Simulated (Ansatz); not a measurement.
```xyz
2

H    -0.0076    0.0055   -0.3770
H     0.0087   -0.0019    0.3850
```

Basis set: 6-31G* (spherical functions). All electrons are correlated. Charge 0, multiplicity 1.

Computed with Ansatz (development build ahead of 0.2.0); each method stands on the lowest determinant of its kind that the runs found. Restricted open shells among the atoms or ions are ROHF, correlated in semicanonical orbitals with singles.

Question: Give the atomization energy at this shape (free ground-state atoms in the same class of orbitals less the molecule, no zero-point energy) of singlet H₂ by RHF-MP2, RHF.

Answer:

```csv
method,atomization energy
RHF-MP2,386.7 kJ/mol
RHF,340.4 kJ/mol
```
